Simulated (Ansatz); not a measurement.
Te₃⁻. Total charge -1; doublet. Geometry PBE0-D4/def2-SVPD; atoms count from 1.

```tsv
atom	x (Å)	y (Å)	z (Å)
Te1	-0.100	-1.376	0.297
Te2	-1.122	1.040	1.090
Te3	1.223	0.336	-1.387
```

In the def2 sets Te takes a core potential; there is no spin–orbit coupling. Another isomer (doublet) lies 0.49 eV lower at PBE0-D4/def2-TZVPD; other spin states weren't run for this one.

Question: Estimate the Mulliken populations from the PBE0/def2-TZVPD orbitals of Ansatz.

Answer: 
```tsv
atom	charge (e)	spin (α − β)
Te1	-0.16	-0.06
Te2	-0.42	0.53
Te3	-0.42	0.53
```
Mulliken values and Mayer orders depend strongly on the basis. With diffuse functions, as here, like atoms can get unlike values, and bond orders can come out too low or too high.

Question: Where does the spin sit?

Answer: Summed by element: Te 1.00, of 1 unpaired in all. Largest on single atoms: Te3 0.53, Te2 0.53, Te1 -0.06.

Question: And the Mayer bond orders between bonded heavy atoms (over 0.3)?

Answer: Te1–Te2 0.99 (2.74 Å); Te1–Te3 0.99 (2.74 Å). Values over 0.3 also appear between atoms too far apart for a bond (Te2–Te3 0.50 at 3.48 Å); they arise where an orbital or an unpaired electron spreads over both atoms.
